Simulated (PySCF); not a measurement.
# Ionising KRb

PBE0; K def2-SVP, Rb def2-SVP with ECP28; scalar-relativistic core potentials (PySCF 2.14). Neutral (UKS): singlet (closed shell), Re = 4.156 Å, ωe = 74.2 cm⁻¹, De = 0.48 eV, HOMO -2.88 eV, LUMO -1.23 eV.

KRb⁺ (UKS): doublet (σ ↑), Re = 4.795 Å, ωe = 50.8 cm⁻¹, De = 0.73 eV to K + Rb⁺. The energies at the minima are -623.76115 hartree for KRb and -623.61558 for KRb⁺.

(1) Work out the adiabatic ionisation energy, without and with harmonic zero-point energies (1 hartree = 27.2114 eV, 1 eV = 8065.5 cm⁻¹), and the change of the bond length.

Closed-shell solutions of metal pairs were not tested for spin polarisation, which can lower them a little. Weak bonds: KRb. Basis-set superposition, not corrected here, can be much of De in a small basis, most of all at correlated wavefunction levels. Spin–orbit coupling is left out. For an ion De counts to the pair picked by the measured ionisation energies or electron affinities, which need not be the lowest pair at this level. States were picked by a PBE0 search and need not be the measured ground states.

## Answers

(1) At PBE0: 0.14557 hartree = 3.961 eV between the minima; the zero-point term (50.8 − 74.2)/2 cm⁻¹ = -0.001 eV makes it 3.960 eV. Re changes by +63.9 pm against the neutral. Minus the HOMO energy is 2.88 eV, -1.08 eV from the value between the minima; self-interaction puts the Kohn–Sham level too high, less so with exact exchange. The electron leaves a σ orbital, and the longer bond of the ion fits a bonding orbital, or a change in how ionic the bond is.
